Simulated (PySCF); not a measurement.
Predicted microwave data (PBE0/pcSseg-1 in PySCF (dipole) on a GFN2-xTB geometry, gas phase) for one isomer of C4H11ClSi3:

| Property | Result |
| --- | --- |
| Rotational constants | A = 2160, B = 495.5, C = 456.5 MHz |
| Dipole components | \|μa\| = 0.64 D, \|μb\| = 0.37 D, \|μc\| = 1.04 D |
| Inertial defect | -146.77 u·Å² |
| κ | -0.95 |

Question: Which structure is it? (One computed conformer of each.)
A. `[Cl:1][CH2:2][SiH2:3][C@@H:4]1[CH:5]=[CH:6][SiH2:7][SiH2:8]1` with Cl1–C2–Si3–C4 60°, C2–Si3–C4–C5 -173°
B. `[Cl:1][CH2:2][SiH2:3][Si@@H:4]1[CH:5]=[CH:6][SiH2:7][CH2:8]1` with Cl1–C2–Si3–Si4 63°, C2–Si3–Si4–C5 50°, Si3–Si4–C5–C6 -113°, C5–C6–Si7–C8 -6°, C6–Si7–C8–Si4 10°, Si3–Si4–C8–Si7 107°
C. `[CH3:1][Si@@H:2]([C:3]#[C:4][CH2:5][Cl:6])[SiH2:7][SiH3:8]` with C1–Si2–Si7–Si8 -146°

Answer: A. It is ClC[SiH2][C@@H]1C=C[SiH2][SiH2]1, a near-prolate asymmetric top, point group C1. The candidates at the same level (rigid rotor, commonest isotopes):

```
                          SMILES  A (MHz)  B (MHz)  C (MHz)  μa (D)  μb (D)  μc (D)  Δ (u·Å²)  point group                        rotor
    C[Si@@H](C#CCCl)[SiH2][SiH3]     1009    541.9    367.4    0.46    2.05    0.25    -58.09           C1               asymmetric top
ClC[SiH2][C@@H]1C=C[SiH2][SiH2]1     2160    495.5    456.5    0.64    0.37    1.04   -146.77           C1  near-prolate asymmetric top
    ClC[SiH2][Si@@H]1C=C[SiH2]C1     1299    768.2    602.6    0.01    1.22    0.79   -208.17           C1               asymmetric top
```

`C[Si@@H](C#CCCl)[SiH2][SiH3]` has A 53 % too low; `ClC[SiH2][Si@@H]1C=C[SiH2]C1` has B 55 % too high. No structure here is proved a minimum.
